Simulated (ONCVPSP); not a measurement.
**u(r) = r·R(r): atom against pseudo-atom (tantalum (Ta))**

Columns: radius, all-electron u(r) and pseudo u(r) of the 5d shell (level -3.62 eV) of tantalum in the configuration [Kr] 4d10 4f14 5s2 5p6 5d3 6s2; PBEsol, scalar-relativistic, ONCV scheme, ONCVPSP 4.0.1.

```json
{"r (bohr)": "0.120", "all-electron": "0.1967", "pseudo": "0.0017"}
{"r (bohr)": "0.240", "all-electron": "-0.0711", "pseudo": "0.0128"}
{"r (bohr)": "0.360", "all-electron": "-0.2890", "pseudo": "0.0410"}
{"r (bohr)": "0.480", "all-electron": "-0.2526", "pseudo": "0.0905"}
{"r (bohr)": "0.600", "all-electron": "-0.0821", "pseudo": "0.1612"}
{"r (bohr)": "0.720", "all-electron": "0.1179", "pseudo": "0.2492"}
{"r (bohr)": "0.840", "all-electron": "0.2984", "pseudo": "0.3470"}
{"r (bohr)": "0.960", "all-electron": "0.4429", "pseudo": "0.4458"}
{"r (bohr)": "1.080", "all-electron": "0.5497", "pseudo": "0.5367"}
{"r (bohr)": "1.200", "all-electron": "0.6233", "pseudo": "0.6125"}
{"r (bohr)": "1.320", "all-electron": "0.6696", "pseudo": "0.6686"}
{"r (bohr)": "1.440", "all-electron": "0.6945", "pseudo": "0.7036"}
{"r (bohr)": "1.560", "all-electron": "0.7033", "pseudo": "0.7186"}
{"r (bohr)": "1.680", "all-electron": "0.7002", "pseudo": "0.7170"}
{"r (bohr)": "1.800", "all-electron": "0.6886", "pseudo": "0.7031"}
{"r (bohr)": "1.920", "all-electron": "0.6710", "pseudo": "0.6811"}
{"r (bohr)": "2.040", "all-electron": "0.6494", "pseudo": "0.6550"}
{"r (bohr)": "2.160", "all-electron": "0.6254", "pseudo": "0.6275"}
{"r (bohr)": "2.280", "all-electron": "0.5998", "pseudo": "0.6002"}
{"r (bohr)": "2.400", "all-electron": "0.5736", "pseudo": "0.5736"}
{"r (bohr)": "2.520", "all-electron": "0.5471", "pseudo": "0.5471"}
{"r (bohr)": "2.640", "all-electron": "0.5208", "pseudo": "0.5208"}
{"r (bohr)": "2.760", "all-electron": "0.4950", "pseudo": "0.4950"}
{"r (bohr)": "2.880", "all-electron": "0.4697", "pseudo": "0.4697"}
{"r (bohr)": "3.000", "all-electron": "0.4452", "pseudo": "0.4452"}
{"r (bohr)": "3.120", "all-electron": "0.4215", "pseudo": "0.4215"}
```

(1) How many radial nodes do the two functions have?

(2) At about which radius was the pseudo-wave matched?

(3) Where does each function peak?

(4) Is the pseudo-wave norm-conserving?

Answers

(1) The all-electron 5d function has n − l − 1 = 2; the pseudo-wave has 0, since the states of the same l below it are removed with the core.

(2) 2.40 bohr, where the columns begin to agree (steps of 0.12 bohr).

(3) Outermost all-electron maximum near 1.56 bohr, pseudo maximum near 1.56 bohr (to the table’s step).

(4) Yes: the ONCV scheme keeps the norm inside the radius equal to the all-electron one, which fixes the energy derivative of the logarithmic derivative at the level.
